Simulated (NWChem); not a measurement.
A series in which one site is exchanged, each optimised at B3LYP/6-31G* with NWChem, gas phase unless a solvent is named. Pople sets run with spherical d functions. This build's default masses of Se (78.918 u) and Br (79.917 u) are each other's, which moves their modes by up to 0.6 %.

A: [F][Be][GeH3] (BeGeH₃F; site = F)
B: [GeH3][Be][Br] (BeGeH$_{3}$Br; site = Br)
C: [BeH][GeH3] (BeGeH₄; site = H)
D: [GeH3][Be][Cl] (BeGeH₃Cl; site = Cl)

Values for A:

* **dipole (D), B3LYP/6-31G***: 0.03
* **highest harmonic frequency (cm⁻¹), B3LYP/6-31G***: 2097
* **lowest singlet excitation, CAM-B3LYP/def2-SVPD, TDA (eV)**: 6.69

### Question
How do these values change for the other members?

### Answer
| change from A | B | C | D |
|---|---|---|---|
| dipole (D), B3LYP/6-31G* | -0.01 | +0.66 | +0.07 |
| highest harmonic frequency (cm⁻¹), B3LYP/6-31G* | -4 | +72 | +2 |
| lowest singlet excitation, CAM-B3LYP/def2-SVPD, TDA (eV) | -0.69 | -1.48 | -0.48 |
